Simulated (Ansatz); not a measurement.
Ansatz (an electronic-structure program) input (CCSD(T)/def2-SVPD):

Ansatz 0.2 input:
```yaml
crystal:
  periodic: [false, false, false]
  atoms:
    - {symbol: Cu, position_ang: [-0.00049094, -0.00171046, -0.00106269]}
    - {symbol: O, position_ang: [1.36943429, 0.17075012, -1.08278617]}
    - {symbol: H, position_ang: [1.94534868, 0.92954787, -0.93379313]}
    - {symbol: O, position_ang: [-1.41201383, -0.31909867, 0.99061837]}
    - {symbol: H, position_ang: [-1.59047506, 0.30684382, 1.70195367]}
basis:
  gaussian:
    orbitals: def2-SVPD
magnetization: {spin_polarized: true, initial_magnetization: 1}
correlation: {method: ccsd_t, electrons: outside_noble_gas}
output: {forces: true}
```

End of the output:

```
integrals: 0.19 GiB planned
963 factors; integrals over basis functions are off by at most 1.1e-3 eV
mean field: 0.46 GiB planned
mean field evaluation 1: about -48687.5638 eV, gradient 3.5e1 eV
mean field evaluation 2: about -48687.7449 eV, gradient 3.5e1 eV
mean field evaluation 4: about -48692.7661 eV, gradient 6.2e0 eV
mean field evaluation 8: about -48695.0146 eV, gradient 1.4e0 eV
mean field evaluation 16: about -48695.0693 eV, gradient 2.9e-5 eV
mean field evaluation 32: about -48695.3695 eV, gradient 1.9e-5 eV
mean field evaluation 64: about -48695.0693 eV, gradient 1.7e-4 eV
mean field evaluation 96: about -48695.1708 eV, gradient 2.9e0 eV
mean field evaluation 128: about -48694.8982 eV, gradient 3.5e0 eV
mean field evaluation 160: about -48694.2693 eV, gradient 1.3e-1 eV
mean field evaluation 192: about -48695.3695 eV, gradient 6.1e-4 eV
mean field evaluation 224: about -48690.5847 eV, gradient 1.1e-3 eV
mean field evaluation 256: about -48695.3695 eV, gradient 6.5e-4 eV
mean field evaluation 288: about -48694.7585 eV, gradient 3.2e-5 eV
mean field -48695.36952477 eV, -1789.5218231285 hartree, gradient 1.6e-6 eV, S^2 0.757636; 13 other end points of the search recorded, 0 dependent functions left out
determinant -48695.36952477 eV, -1789.5218231285 hartree, with singles and doubles -48713.04860866 eV, -1790.1715174781 hartree
determinant -48695.06929302 eV, -1789.5107898150 hartree, with singles and doubles -48713.06278940 eV, -1790.1720386104 hartree
determinant -48694.75852695 eV, -1789.4993693727 hartree, with singles and doubles -48712.42297909 eV, -1790.1485260154 hartree
determinant -48694.26586043 eV, -1789.4812642121 hartree, with singles and doubles -48711.83382717 eV, -1790.1268750816 hartree
determinant -48695.36952477 eV, -1789.5218231285 hartree, with singles and doubles -48713.08785929 eV, -1790.1729599121 hartree
determinant -48695.06929302 eV, -1789.5107898150 hartree, with singles and doubles -48713.14214726 eV, -1790.1749549582 hartree
11 core orbitals not correlated
reference -48695.06929302 eV, -1789.5107898150 hartree; 13, 12 occupied and 72, 73 virtual orbitals, 963 factors
densities: 1.06 GiB planned
second order -17.87610420 eV of doubles, -0.00000000 eV of singles
coupled cluster: 0.74 GiB planned
cycle   1  -18.07285041 eV  change    3.8e-6 eV  update   3.9e-6
cycle   2  -18.07285241 eV  change   -2.0e-6 eV  update   2.6e-6
perturbative correction -0.66001311 eV, -0.0242550345 hartree
the calculation of the forces begins
Total energy: -48713.80215854 eV, -1790.1992099254 hartree
Atom 0 at    -0.000491    -0.001710    -0.001063 Å, force    -0.023550    -0.082050    -0.050977 eV/Å
Atom 1 at     1.369434     0.170750    -1.082786 Å, force     0.090404    -0.007527    -0.088018 eV/Å
Atom 2 at     1.945349     0.929548    -0.933793 Å, force     0.160887     0.090734    -0.065037 eV/Å
Atom 3 at    -1.412014    -0.319099     0.990618 Å, force    -0.104581    -0.041866     0.057331 eV/Å
Atom 4 at    -1.590475     0.306844     1.701954 Å, force    -0.123159     0.040710     0.146702 eV/Å
Dipole moment:     0.123219     0.429301     0.266721 e Å
```

The spin state was set by rule; other spins were not relaxed.
